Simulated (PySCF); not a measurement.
## Electric field gradients and quadrupole coupling constants

Compound: C8H5FS.
Atom-mapped SMILES: `[F:1][c:2]1[cH:3][cH:4][cH:5][c:6]2[cH:7][s:8][cH:9][c:10]12` (hydrogens: H11 on C3; H12 on C4; H13 on C5; H14 on C7; H15 on C9)

Structure used (PBE0-D3(BJ)/def2-SVP), in Å, numbered top down from 1:
```xyz
15
C8H5FS angstrom
F     -0.295    2.730   -0.189
C     -0.527    1.426   -0.048
C     -1.796    0.950    0.092
C     -2.018   -0.454    0.238
C     -0.985   -1.351    0.242
C      0.353   -0.872    0.097
C      1.545   -1.586    0.073
S      2.884   -0.554   -0.121
C      1.938    0.857   -0.180
C      0.592    0.547   -0.051
H     -2.631    1.652    0.091
H     -3.046   -0.808    0.349
H     -1.169   -2.421    0.353
H      1.682   -2.662    0.161
H      2.391    1.838   -0.302
```

Field gradients from the PBE0/pcSseg-1 density (PySCF, non-relativistic), principal values in atomic units, ordered |Vxx| ≤ |Vyy| ≤ |Vzz|:

```tsv
atom	Vxx	Vyy	Vzz
S8	-0.7073	-0.9462	1.6535
```

Problem. Find the asymmetry η = (Vxx − Vyy)/Vzz and the couplings χ = eQV/h (234.96 MHz × Q in barn × V in au), with Q(33S) = −0.0678 b.

Solution. 
| atom | environment | nucleus | η | χzz (MHz) | χxx (MHz) | χyy (MHz) |
| --- | --- | --- | --- | --- | --- | --- |
| S8 | thiophene-type sulfur | 33S | 0.14 | -26.34 | 11.27 | 15.07 |

Problem. What is Vzz at S8 in SI units (1 au = 9.71736 × 10²¹ V/m²)?

Solution. 1.6535 au = 16.068 × 10²¹ V/m².

Problem. And the gradient at the other heavy atoms, for which no coupling is worked out here?

Solution. 
```csv
atom,environment,Vzz (au),η
F1,aryl fluorine,2.927,0.14
C2,aromatic C–F carbon,-0.435,0.77
C3,aromatic CH carbon,0.202,0.10
C4,aromatic CH carbon,0.289,0.34
C5,aromatic CH carbon,0.237,0.46
C6,ring-fusion aromatic carbon,0.239,0.30
C7,aromatic CH next to a ring sulfur,-0.195,0.68
C9,aromatic CH next to a ring sulfur,-0.205,0.53
C10,ring-fusion aromatic carbon,0.192,0.08
```

Problem. What couplings would deuterons (Q(2H) = 0.00286 b) have in place of the hydrogens, at this geometry?

Solution. 
| atom | bonded to | bond length (Å) | Vzz (au) | η | χzz (kHz) |
| --- | --- | --- | --- | --- | --- |
| H11 | C3 | 1.091 | 0.3071 | 0.08 | 206 |
| H12 | C4 | 1.092 | 0.3043 | 0.07 | 204 |
| H13 | C5 | 1.092 | 0.3064 | 0.08 | 206 |
| H14 | C7 | 1.089 | 0.3145 | 0.11 | 211 |
| H15 | C9 | 1.088 | 0.3143 | 0.10 | 211 |

Isolated species at its PBE0-D3(BJ)/def2-SVP geometry, gas phase. With a basis this small, the couplings can be 20 % off.

These values come from a run that also computed NMR shieldings. Hardware: Arm Neoverse V2, one thread, on a shared host. Cost: 26 s of wall time.
